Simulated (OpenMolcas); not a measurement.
# Rh3+ in a point-charge field

Rh3+ among 6 point charges of -1.7 e arranged as a tetragonal octahedron (D4h), 2.41 Å from the ion, with the axial distance 2.723 Å.
```
   2.4100    0.0000    0.0000  -1.70
   0.0000    2.4100    0.0000  -1.70
  -2.4100    0.0000    0.0000  -1.70
   0.0000   -2.4100    0.0000  -1.70
   0.0000    0.0000    2.7233  -1.70
   0.0000    0.0000   -2.7233  -1.70
```

| Quantity | Value |
| --- | --- |
| Program | OpenMolcas |
| Method | SS-CASPT2, IPEA 0.25 Eh, imaginary shift 0.1 Eh (closed shells correlated: 4s 4p) |
| Basis | ANO-RCC-VDZP [6s5p3d1f] |
| Scalar Hamiltonian | DKH2, point nucleus |
| Active space | 6 electrons in 5 orbitals (4d) |
| State averaging | 2S+1 = 5 even, 5 roots; 2S+1 = 3 even, 45 roots; 2S+1 = 1 even, 50 roots |
| Spin-orbit coupling | RASSI with atomic mean-field integrals over the reference wave functions |

The lowest spin-free states (labels of D4, the rotations of D4h), above the lowest:

```json
{"State": "5E", "Degeneracy": "2", "E (cm-1)": "0", "Free-ion L (%)": "D (100)"}
{"State": "5B2", "Degeneracy": "1", "E (cm-1)": "1910", "Free-ion L (%)": "D (100)"}
{"State": "5A1", "Degeneracy": "1", "E (cm-1)": "2090", "Free-ion L (%)": "D (100)"}
{"State": "5B1", "Degeneracy": "1", "E (cm-1)": "5730", "Free-ion L (%)": "D (100)"}
{"State": "3E", "Degeneracy": "2", "E (cm-1)": "17040", "Free-ion L (%)": "H (74)"}
{"State": "3B2", "Degeneracy": "1", "E (cm-1)": "17860", "Free-ion L (%)": "H (72)"}
{"State": "3A2", "Degeneracy": "1", "E (cm-1)": "18140", "Free-ion L (%)": "H (79)"}
{"State": "3E", "Degeneracy": "2", "E (cm-1)": "18590", "Free-ion L (%)": "H (90)"}
{"State": "3A2", "Degeneracy": "1", "E (cm-1)": "18930", "Free-ion L (%)": "H (64)"}
{"State": "3E", "Degeneracy": "2", "E (cm-1)": "19150", "Free-ion L (%)": "H (66)"}
{"State": "3E", "Degeneracy": "2", "E (cm-1)": "19960", "Free-ion L (%)": "P (52)"}
{"State": "3B1", "Degeneracy": "1", "E (cm-1)": "20060", "Free-ion L (%)": "H (78)"}
{"State": "3A2", "Degeneracy": "1", "E (cm-1)": "20320", "Free-ion L (%)": "P (70)"}
{"State": "3A1", "Degeneracy": "1", "E (cm-1)": "20460", "Free-ion L (%)": "H (97)"}
{"State": "3B2", "Degeneracy": "1", "E (cm-1)": "20960", "Free-ion L (%)": "F (39)"}
{"State": "3B1", "Degeneracy": "1", "E (cm-1)": "21810", "Free-ion L (%)": "F (83)"}
{"State": "3E", "Degeneracy": "2", "E (cm-1)": "21830", "Free-ion L (%)": "F (57)"}
{"State": "3E", "Degeneracy": "2", "E (cm-1)": "22130", "Free-ion L (%)": "F (35)"}
{"State": "3E", "Degeneracy": "2", "E (cm-1)": "22880", "Free-ion L (%)": "G (57)"}
{"State": "3B2", "Degeneracy": "1", "E (cm-1)": "22950", "Free-ion L (%)": "F (51)"}
```

The lowest levels with spin-orbit coupling:

```tsv
E (cm-1)	Degeneracy	Label	2S+1	g
0	1	B2	5	
52	2	E	5	0.00 0.00 7.81
130	1	B1	5	
200	2	E	5	0.00 0.00 0.56
250	1	A1	5	
1280	1	A2	5	
1510	2	E	5	0.00 0.00 5.20
2280	1	A1	5	
2320	1	A2	5	
2970	2	E	5	0.00 0.00 5.09
3060	1	B2	5	
3360	1	B1	5	
3470	1	B2	5	
3750	2	E	5	0.00 0.00 3.67
3820	1	A1	5	
6810	1	B1	5	
6900	2	E	5	0.00 0.00 2.51
7120	1	A1	5	
7130	1	A2	5	
16810	1	B1	3
```

Powder χT (cm3 K/mol): 0.204 at 2 K, 1.02 at 10 K, 3.63 at 50 K, 4.37 at 100 K, 4.72 at 200 K, 4.82 at 300 K. The effective moment at 300 K is 2.828 √(χT) = 6.21 μB.

The lowest level has 2S+1 = 5, for which the spin-only value is χT = S(S+1) / 2 = 3.000 cm3 K/mol (g = 2). The computed 4.819 at 300 K differs by +1.819, through orbital momentum, spin-orbit coupling and any other state in reach.

An orbital doublet at a regular site is open to a Jahn-Teller distortion, which this geometry leaves out. Point charges give a weaker field than real ligands, and real ions of this kind are as a rule low spin; the high spin found here belongs to the model. Free-ion shares, where given, are those of the reference states; single-state CASPT2 does not remix them. Point charges carry no covalency, so the field is a model and not that of real ligands. No measured value stands beside these numbers.

The CASPT2 steps took 6.5 s on 1 thread of Arm Neoverse V1 (shared host); the integral step is not counted.

With an even number of electrons the g values are those of a degenerate or nearly degenerate non-Kramers pair.
